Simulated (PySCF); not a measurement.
revPBE on In- (indium, charge -1), [Kr] 4d10 5s2 5p2, high-spin 3P determinant. All numbers are calculated (PySCF 2.14, a scalar-relativistic core potential, in def2-TZVPPD with the def2 core potential (28 electrons) (7s5p4d2f, 56 functions)).

```
cycle= 1 E= -190.181858901479  delta_E= -0.0112  |g|= 0.0585  |ddm|= 0.886
cycle= 2 E= -190.182138793045  delta_E= -0.00028  |g|= 0.0534  |ddm|= 0.181
cycle= 3 E= -190.182898691289  delta_E= -0.00076  |g|= 0.00559  |ddm|= 0.0887
cycle= 4 E= -190.182927139361  delta_E= -2.84e-05  |g|= 0.000316  |ddm|= 0.0246
cycle= 5 E= -190.182927288341  delta_E= -1.49e-07  |g|= 2.42e-05  |ddm|= 0.00301
cycle= 6 E= -190.182927289147  delta_E= -8.07e-10  |g|= 1.92e-06  |ddm|= 0.000222
converged SCF energy = -190.182927289147  <S^2> = 2.002161  2S+1 = 3.0014403
```

Highest occupied orbital energy: 1.740 eV; ⟨L²⟩ = 2.01; populations by l: s 4.00, p 8.00, d 10.00, f 0.00.

**Question.** Can this result be used?

**Answer.** With care. The run converged. Energies and moments cover only the electrons outside the core potential. At revPBE the highest occupied level has a positive energy, so only the finite basis holds that electron; in a semilocal or global hybrid functional this comes from self-interaction and does not mean that the real anion is unbound.
